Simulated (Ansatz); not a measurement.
**Molecular dynamics of BrH₅Sn**

The input (input.yaml):

```yaml
crystal:
  periodic: [false, false, false]
  atoms:
    - { symbol: Sn, position_ang: [-0.175663, 0.0, -0.132757] }
    - { symbol: H, position_ang: [-0.041027, 0.0, 1.85759] }
    - { symbol: H, position_ang: [1.550468, 0.0, -0.021896] }
    - { symbol: H, position_ang: [-0.689066, 1.486572, -0.774285] }
    - { symbol: H, position_ang: [-0.689066, -1.486572, -0.774284] }
    - { symbol: Br, position_ang: [-2.743015, 0.0, 1.364424] }
    - { symbol: H, position_ang: [-0.964332, 0.0, 1.889308] }
basis:
  gaussian: { orbitals: def2-SVP }
hamiltonian:
  xc: pbe0
  dispersion: d4
md:
  timestep: 0.5
  n_steps: 200
  ensemble: nve
  temperature: 300.0
  initial_velocities: maxwell_boltzmann
  seed: 11498
```

Command:

```bash
$ ansatz run input.yaml --threads 1 --pin off --max-ram 2048MiB --backend cpu --events-out ev --progress --plain --runs-dir out
```

It starts at the highest image of a converged band, a first-order saddle point between two minima.

Output, in part (step lines, the closing report, with atoms numbered from 0):

```
md step     0: t =     0.00 fs  T =   300.0 K  F+E_penalty+E_count = -75940.47359264 eV  E_kin = 0.193890 eV  conserved = -75940.27970264 eV  (26 SCF iters)
md step     1: t =     0.50 fs  T =   298.2 K  F+E_penalty+E_count = -75940.47240708 eV  E_kin = 0.192711 eV  conserved = -75940.27969570 eV  (26 SCF iters)
md step     2: t =     1.00 fs  T =   292.2 K  F+E_penalty+E_count = -75940.46853360 eV  E_kin = 0.188861 eV  conserved = -75940.27967258 eV  (26 SCF iters)
md step     3: t =     1.50 fs  T =   282.7 K  F+E_penalty+E_count = -75940.46233774 eV  E_kin = 0.182701 eV  conserved = -75940.27963648 eV  (28 SCF iters)
md step     4: t =     2.00 fs  T =   270.5 K  F+E_penalty+E_count = -75940.45439251 eV  E_kin = 0.174801 eV  conserved = -75940.27959171 eV  (27 SCF iters)
md step     5: t =     2.50 fs  T =   256.6 K  F+E_penalty+E_count = -75940.44540936 eV  E_kin = 0.165866 eV  conserved = -75940.27954368 eV  (27 SCF iters)
md step     6: t =     3.00 fs  T =   242.4 K  F+E_penalty+E_count = -75940.43615300 eV  E_kin = 0.156655 eV  conserved = -75940.27949788 eV  (28 SCF iters)
md step     7: t =     3.50 fs  T =   228.8 K  F+E_penalty+E_count = -75940.42735260 eV  E_kin = 0.147893 eV  conserved = -75940.27945959 eV  (28 SCF iters)
[... lines left out ...]
Total energy: -75941.40144211 eV, -2790.7950280670 hartree
Atom 0 at     0.240724     0.002871    -0.351040 Å, force     0.653957     0.383494     1.030279 eV/Å
Atom 1 at     1.847823     0.311421     0.400461 Å, force    -0.851236    -0.181701    -0.551345 eV/Å
Atom 2 at     0.256771     0.047774    -2.026335 Å, force     0.220253    -0.261264    -0.551232 eV/Å
Atom 3 at    -0.748200     1.382466    -0.022239 Å, force     0.045269    -0.291969     0.241990 eV/Å
Atom 4 at    -0.306275    -1.505944     0.305831 Å, force    -0.020088     0.362525    -0.187207 eV/Å
Atom 5 at    -3.326555    -0.007996     1.715199 Å, force     1.487287    -0.084184     0.348013 eV/Å
Atom 6 at    -4.663033     0.060032     1.419578 Å, force    -1.535441     0.073100    -0.330498 eV/Å
Dipole moment:    -0.277335    -0.038791    -0.061951 e Å
```

The steps, from the saved trajectory:

| time (fs) | T (K) | potential energy less start (eV) | conserved less start (meV/atom) |
| --- | --- | --- | --- |
| 0 | 300 | 0.000 | 0.00 |
| 3 | 242 | 0.037 | 0.03 |
| 6 | 194 | 0.069 | 0.04 |
| 9 | 206 | 0.061 | 0.03 |
| 12 | 261 | 0.025 | 0.06 |
| 15 | 543 | -0.157 | 0.04 |
| 18 | 831 | -0.345 | -0.24 |
| 21 | 774 | -0.305 | 0.13 |
| 24 | 1205 | -0.586 | -0.18 |
| 27 | 1051 | -0.485 | 0.08 |
| 30 | 1375 | -0.696 | -0.15 |
| 33 | 1191 | -0.575 | 0.16 |
| 36 | 1536 | -0.801 | -0.40 |
| 39 | 1173 | -0.563 | 0.10 |
| 42 | 1387 | -0.702 | -0.01 |
| 45 | 1621 | -0.855 | -0.25 |
| 48 | 1599 | -0.841 | -0.20 |
| 51 | 1528 | -0.794 | -0.01 |
| 54 | 1431 | -0.730 | 0.05 |
| 57 | 1693 | -0.903 | -0.32 |
| 60 | 1467 | -0.753 | 0.16 |
| 63 | 1683 | -0.895 | -0.19 |
| 66 | 1307 | -0.650 | 0.15 |
| 69 | 1770 | -0.952 | -0.24 |
| 72 | 1564 | -0.815 | 0.22 |
| 75 | 1786 | -0.963 | -0.31 |
| 78 | 1444 | -0.739 | 0.08 |
| 81 | 1625 | -0.857 | -0.06 |
| 84 | 1620 | -0.854 | -0.11 |
| 87 | 1752 | -0.940 | -0.29 |
| 90 | 1552 | -0.809 | 0.00 |
| 93 | 1452 | -0.744 | 0.09 |
| 96 | 1837 | -0.996 | -0.39 |
| 99 | 1564 | -0.817 | 0.09 |

The run went to its last step. The conserved energy stayed within 0.4 meV per atom of its start (net change -0.29 meV per atom), so the integration is sound. The kinetic energy rose, since the run started high on the potential surface and went downhill. It ends in pieces (BrH + H4Sn), so much of that is their flight and rotation, not heat. A run of 0.1 ps of so small a system gives no equilibrium averages. The orbitals stay closed-shell, which can raise the energy where a bond breaks towards radicals; this wasn't checked here.

Between its relaxed ends the band would form Sn1–Br6, H2–H7 and break Sn1–H2, Br6–H7. These pairs go: Sn1–Br6 2.97 → 4.12 Å, H2–H7 0.92 → 6.59 Å, Sn1–H2 1.99 → 1.80 Å, Br6–H7 1.85 → 1.37 Å. In the last frame they stand as before the step (other bonds may differ from the relaxed reactants and products). It ends as BrH + H4Sn. Pairs count as bonded within 1.25 times the sum of covalent radii (0.12 Å more for H–H).

Last frame:

```xyz
7
Properties=species:S:1:pos:R:3
Sn 0.241 0.003 -0.351
H 1.848 0.311 0.401
H 0.257 0.048 -2.026
H -0.748 1.383 -0.022
H -0.306 -1.506 0.306
Br -3.327 -0.008 1.715
H -4.663 0.060 1.420
```

Time of the run: 12 min on 1 thread of Arm Neoverse V1, with other jobs on the host, peak memory 0.18 GiB.
